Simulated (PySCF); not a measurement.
methanol (CH$_{4}$O), singlet, geometry from GFN2-xTB. Base run: B3LYP/def2-SVP in PySCF.

PySCF was given this input:
```python
from pyscf import gto, scf, dft

mol = gto.Mole()
mol.atom = '''
    C    -0.057749    0.657503    0.006238
    O    -0.034981   -0.748578   -0.007589
    H    -1.106104    0.950101    0.004072
    H     0.880174   -1.047950   -0.006134
    H     0.421826    1.061888    0.904334
    H     0.430444    1.079565   -0.878988
'''
mol.basis = 'def2-svp'
mol.charge = 0
mol.spin = 0
mol.verbose = 4
mol.build()

mf = dft.RKS(mol)
mf.xc = 'b3lyp'
mf.kernel()
```

Each row names what was changed in the base input (with any setting that the change needs).

| change | E (Eh) | HOMO (eV) | HOMO-LUMO gap (eV) | dipole (D) |
|---|---|---|---|---|
| base | -115.63129 | -7.22 | 8.65 | 1.63 |
| functional = pbe; dispersion = d3bj | -115.48847 | -5.69 | 6.59 | 1.55 |
| functional = tpssh | -115.63313 | -6.58 | 8.11 | 1.62 |
| functional = bp86 | -115.62801 | -5.81 | 6.83 | 1.57 |
| functional = revpbe | -115.59161 | -5.67 | 6.60 | 1.54 |
| functional = wb97x | -115.59821 | -10.07 | 14.23 | 1.70 |
| functional = hse06 | -115.50761 | -7.12 | 8.59 | 1.66 |
| functional = m06l | -115.61272 | -6.18 | 7.81 | 1.64 |
| functional = mn12l | -115.50262 | -6.56 | 7.68 | 1.72 |
| functional = x3lyp | -115.57929 | -7.30 | 8.76 | 1.63 |
| functional = pbe0; dispersion = d3bjm | -115.49989 | -7.53 | 9.39 | 1.66 |
| functional = camb3lyp | -115.57743 | -9.00 | 11.69 | 1.67 |
| functional = lda,vwn | -114.69317 | -5.75 | 6.56 | 1.62 |

Total energies compare only within one method and basis.
